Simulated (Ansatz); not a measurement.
Species: sum formula NbO2Cl, net charge -1, doublet state. The spin state was set by rule; other spins were not relaxed. SMILES of the parent species: [Nb](=[O])([Cl])=[O]
Structure (B3LYP-D3(BJ)/def2-TZVP (Ansatz, an electronic-structure program) minimum search):
```
Nb
O 1 1.7564
O 1 1.7564 2 111.62
Cl 1 2.4358 2 119.63 3 146.85
```
Charge -1, spin multiplicity 2.

Parts of the frozen-core correlation energy in def2-SVPD (Ansatz, hartree). Frozen orbitals: 11; correlated occupied orbitals by spin: 13 and 12; virtual: 83 and 84. UHF or UKS for open shells. Spin-orbit coupling is left out. In def2 rows, elements after Kr have scalar-relativistic effective core potentials.

```csv
term,value
reference (HF),-665.52934
MP2 opposite-spin,…
MP2 same-spin,-0.21897
CCSD correlation,…
(T),…
T1 diagnostic,0.033
largest doubles amplitude,0.029
<S^2> of the reference,0.792
```

**Question.** Some entries are withheld; supply them.

**Answer.** 
- MP2 opposite-spin, value: -0.51113
- CCSD correlation, value: -0.70708
- (T), value: -0.03892
